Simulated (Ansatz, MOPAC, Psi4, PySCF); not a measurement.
Process, species as SMILES: C(C=C)[SiH3] [prop-2-enylsilane] -> C=C[CH-][SiH3] + H+

Wanted: gas-phase deprotonation energy (enthalpy at 298 K), in kcal/mol. Set-up: dispersion terms only where a functional's name holds one; frozen cores in correlated levels; non-relativistic; LANL2DZ with its own core potentials from Na on; six Cartesian d functions in 6-31G* and its kin unless marked 5d; spin-orbit terms left out; 6-311+G** with 5d, 6d on Na to Ar in Ansatz (an electronic-structure program). Basis-set limits of correlation are two-point, X^-3; Hartree-Fock from the larger set. Ab initio and DFT rows: single points at B3LYP-D3(BJ) geometries (Ansatz), with unscaled harmonic terms from B3LYP/6-31G* (Ansatz) at its own minima. Semi-empirical rows: MOPAC heats of formation at their own minima for 298 K, the proton's as measured. Anions need diffuse functions, which STO-3G, LANL2DZ, def2-SVP, cc-pVDZ and Pople sets without + lack.

Coupled cluster (Ansatz) is a level with limits of its own, used here on species with T1 under 0.025 (0.045 for open shells) and stable references: CCSD(T)/CBS(aug-cc-pV(T+d)Z,aug-cc-pV(Q+d)Z).

Value to compare with, CCSD(T)/CBS(aug-cc-pV(T+d)Z,aug-cc-pV(Q+d)Z) (Ansatz): 371.4 kcal/mol.

```
level                            program  gas-phase deprotonation energy (enthalpy at 298 K) (kcal/mol)  difference
------------------------  --------------  -------------------------------------------------------------  ----------
MNDO                               MOPAC                                                          367.1        -4.3
HF/STO-3G                         Ansatz                                                          495.8       124.4
SVWN5/6-31G*                      Ansatz                                                          368.6        -2.8
PBE/STO-3G                        Ansatz                                                          467.7        96.3
PBE/LANL2DZ                       Ansatz                                                          376.3         4.9
BP86/def2-SVP                      PySCF                                                          370.7        -0.7
B3LYP/6-31G*                      Ansatz                                                          381.0         9.6
B3LYP/cc-pVDZ                     Ansatz                                                          376.2         4.8
PBE0/6-311+G**                    Ansatz                                                          370.3        -1.1
wB97X-D/6-31G*                      Psi4                                                          383.6        12.2
B3LYP/def2-TZVPD                  Ansatz                                                          369.3        -2.1
B3LYP-D3(BJ)/def2-TZVPD   Ansatz + dftd3                                                          370.3        -1.1
B2PLYP-D3(BJ)/def2-TZVPD  Ansatz + dftd3                                                          369.9        -1.5
```

Among the 10 habitual levels, HF/STO-3G lies farthest from CCSD(T)/CBS(aug-cc-pV(T+d)Z,aug-cc-pV(Q+d)Z) (Ansatz) (124.4 kcal/mol); 6 of 10 lie above it, and their mean absolute difference is 26.1 kcal/mol, the median 4.8. One case shows no general order.

The levels are drawn from those run, B3LYP/6-31G* more often than the rest, none by its result; left out are runs that failed, that the program found above a lower state of the same kind, or whose <S^2> lies over 0.5 above the pure value.
